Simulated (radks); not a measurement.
Q: Excited configurations of Yb II: one electron is placed in a higher orbital outside [Xe] 4f14. The ground configuration is [Xe] 4f14 6s1. Calculated with a radial shooting solver on a logarithmic mesh with Libxc functionals: Dirac Kohn-Sham, PBEsol, spin-unpolarised, spherical densities, point nucleus; open shells are shared between the two j in proportion to 2j + 1. Excitation = E - E(ground); binding = E(ion) - E, where the ion is the core of charge +2; n* = 2/sqrt(2 binding) in atomic units, and the quantum defect is n - n*. Eigenvalue and <r> are those of j = l + 1/2.

outer orbital  excitation (eV)  binding (eV)     n*  quantum defect  eigenvalue (eV)  <r> (bohr)
5d                       2.899         9.232  2.428           2.572           -5.458       3.023
6p                       3.756         8.374  2.549           3.451           -6.149       4.695
6d                       7.447         4.683  3.409           2.591           -3.479       7.553
6f                       9.812         2.318  4.845           1.155           -1.766       15.11
7s                       6.444         5.687  3.093           3.907           -4.489       7.428
7p                       7.686         4.445  3.499           3.501           -3.409       9.156
7d                       9.250         2.881  4.346           2.654           -2.238       13.25
7f                      10.477         1.653  5.738           1.262           -1.295       22.74

Estimate the row for 5f.

A: excitation (eV) 8.673; binding (eV) 3.457; n* 3.968; quantum defect 1.032; eigenvalue (eV) -2.466; <r> (bohr) 8.836. The Delta-SCF ionisation energy is 12.131 eV (NIST Atomic Spectra Database: 12.179 eV, measured). Self-interaction in the functional shifts the binding energies and quantum defects, so they are the method's values and not measured ones. Spin polarisation and multiplet splitting are left out, so open shells lie too high by an amount that depends on their filling.

Beside tabulated values, note that spin-unpolarised runs miss the spin-polarisation part of the exchange energy of open shells.
